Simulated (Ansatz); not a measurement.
Relaxation of BrCl2F2H3W (9 atoms, charge 0, multiplicity 1), to a largest force component of 0.03 eV/Å in at most 50 steps.

Computed with Ansatz, RKS PBE0-D4/def2-SVP.

```xyz
9
Properties=species:S:1:pos:R:3:forces:R:3
W 0.059 0.121 -0.018 0.16 0.05 0.39
Cl 0.537 -0.824 2.113 -0.05 0.17 -0.28
F 1.747 -0.343 -0.560 -0.02 0.01 0.02
Cl 0.067 1.931 -1.464 -0.01 -0.03 0.01
F -1.588 0.616 0.617 0.03 0.00 0.00
H -0.429 -1.468 -0.108 -0.02 -0.03 -0.03
H -0.606 -0.475 -1.418 -0.01 -0.01 0.00
Br 1.656 2.747 2.153 -0.23 -1.43 0.60
H 1.504 1.434 2.862 0.14 1.27 -0.71
```

Problem. Where does it end, and by what steps?

Solution. The forces met the threshold. After 6 steps the energy has fallen by 0.185 eV; Br8 moved furthest, 0.60 Å. Joined: W1–Br8 (3.76 → 3.00 Å).

```
step  energy less start (eV)  largest force component (eV/Å)  accepted
   0                  0.0000                           1.434       yes
   1                 -0.0966                           0.227       yes
   2                 -0.1377                           0.233       yes
   3                 -0.1745                           0.204       yes
   4                 -0.1836                           0.064       yes
   5                 -0.1849                           0.036       yes
   6                 -0.1854                           0.017       yes
```

```xyz
9
Properties=species:S:1:pos:R:3
W 0.135 0.229 0.088
Cl 0.557 -0.870 2.172
F 1.808 -0.269 -0.476
Cl 0.093 1.988 -1.465
F -1.520 0.710 0.718
H -0.384 -1.345 -0.070
H -0.544 -0.409 -1.288
Br 1.383 2.385 1.763
H 1.418 1.322 2.733
```

Whether the end is a true minimum wasn't checked by a vibrational analysis.

The run took 29 s on 4 threads of Arm Neoverse V2, with other jobs on the host, peak memory 0.47 GiB.
